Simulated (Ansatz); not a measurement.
H₆GeSi, charge -1, doublet, at the geometry of the source list (a state made from the parent by changing its charge; the spin is typed, not shown lowest) (a gas-phase anion, which may not be bound at this level); Ansatz (an electronic-structure program) with SC-NEVPT2/STO-3G, CASSCF(7,5).

Ansatz was given this input:
Ansatz 0.2 input:
```yaml
crystal:
  periodic: [false, false, false]
  atoms:
    - {symbol: Si, position_ang: [-1.20920000, 0.12370000, 0.01790000]}
    - {symbol: Ge, position_ang: [1.10930000, -0.11160000, -0.01550000]}
    - {symbol: H, position_ang: [-1.79110000, -0.70670000, 1.07280000]}
    - {symbol: H, position_ang: [-1.57980000, 1.51780000, 0.26520000]}
    - {symbol: H, position_ang: [-1.78100000, -0.28920000, -1.26450000]}
    - {symbol: H, position_ang: [1.61290000, -1.42810000, -0.52970000]}
    - {symbol: H, position_ang: [1.84820000, 0.88280000, -0.86240000]}
    - {symbol: H, position_ang: [1.79070000, 0.01130000, 1.31620000]}
basis:
  gaussian:
    orbitals: STO-3G
total_charge: -1
correlation: {method: sc_nevpt2, electrons: all, active_space: {window: {electrons: 7, orbitals: 5}}}
magnetization: {spin_polarized: false, initial_magnetization: 1}
```

What the program printed (banner, timings and long lists left out):

```
Functional definition: HF
359 factors; integrals over basis functions are off by at most 3.3e-5 eV
mean field evaluation 1: about -63686.8923 eV, gradient 7.8e0 eV
mean field evaluation 2: about -63686.9208 eV, gradient 7.8e0 eV
mean field evaluation 4: about -63687.9567 eV, gradient 7.3e-1 eV
mean field evaluation 8: about -63687.9679 eV, gradient 9.7e-7 eV
mean field -63687.96785394 eV, -2340.4896493774 hartree, gradient 1.1e-6 eV, S^2 0.750000; 0 other end points of the search recorded, 0 dependent functions left out
reference -63687.96785394 eV, -2340.4896493774 hartree; 27, 26 occupied and 6, 7 virtual orbitals, 359 factors
state -63688.41750502 eV, -2340.5061737497 hartree
state -63688.41750502 eV, -2340.5061737497 hartree; corrected -63690.15495988 eV, -2340.5700240379 hartree
state -63688.38453290 eV, -2340.5049620466 hartree
state -63688.38453290 eV, -2340.5049620466 hartree; corrected -63690.14857259 eV, -2340.5697893093 hartree
state -63688.41750502 eV, -2340.5061737497 hartree; corrected -63690.15495988 eV, -2340.5700240379 hartree
state -63688.41720828 eV, -2340.5061628447 hartree
state -63688.41720828 eV, -2340.5061628447 hartree; corrected -63690.15488579 eV, -2340.5700213154 hartree
state -63688.41750502 eV, -2340.5061737497 hartree; corrected -63690.15495988 eV, -2340.5700240379 hartree
2 active orbitals were swapped for others, from the solution at -63688.38447610 eV, -2340.5049599591 hartree to that at -63688.41719168 eV, -2340.5061622347 hartree; typed "places" are swapped only where nearly empty or full, and so, without "given_window_search", are "orbital_numbers", "shells" and a window whose orbitals a file names under [Active]
Total energy: -63690.15495988 eV, -2340.5700240379 hartree
```
